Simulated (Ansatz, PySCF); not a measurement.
Spin gap between two states, R1 and P1; the higher of the two is an excited state, each structure at its B3LYP-D3(BJ)/def2-TZVP stationary point, reached from a drawn start (curvature not checked).
P1, O2 (SMILES O=O) (charge 0, multiplicity 1):
```xyz
2

O      0.549     0.191    -0.157
O     -0.549    -0.191     0.157
```
R1, O2 (SMILES O=O) (charge 0, multiplicity 3):
```xyz
2

O      0.00000     0.00000     0.60215
O      0.00000     0.00000    -0.60215
```

P less R. No zero-point or thermal terms; singlets are restricted closed shells; open shells are unrestricted; no spin–orbit coupling.

Correlated levels freeze the cores. CBS(a, b) extrapolates the correlation energy as X⁻³ and adds the Hartree–Fock energy of set b.

Run with Ansatz (a first-principles code); PySCF for the D3/D4 terms. All values are computed, each at the level named.

PBE/def2-TZVPP gives 158.9 kJ/mol for the spin gap.

### Question
Predict the shift from PBE, with its sign, for: PBE-D3(BJ)/def2-TZVPP, r2SCAN/def2-TZVPP, PBE0/def2-TZVPP, wB97M-V/def2-TZVPP, B2PLYP/def2-TZVPP, MP2/CBS(cc-pVTZ, cc-pVQZ), CCSD(T)/CBS(cc-pVTZ, cc-pVQZ).

### Answer
PBE-D3(BJ)/def2-TZVPP 0.0; r2SCAN/def2-TZVPP 27.9; PBE0/def2-TZVPP 12.6; wB97M-V/def2-TZVPP -13.0; B2PLYP/def2-TZVPP -7.3; MP2/CBS(cc-pVTZ, cc-pVQZ) -39.5; CCSD(T)/CBS(cc-pVTZ, cc-pVQZ) -36.2 kJ/mol. 2 of 7 lie above PBE; the widest gap is to MP2/CBS(cc-pVTZ, cc-pVQZ).
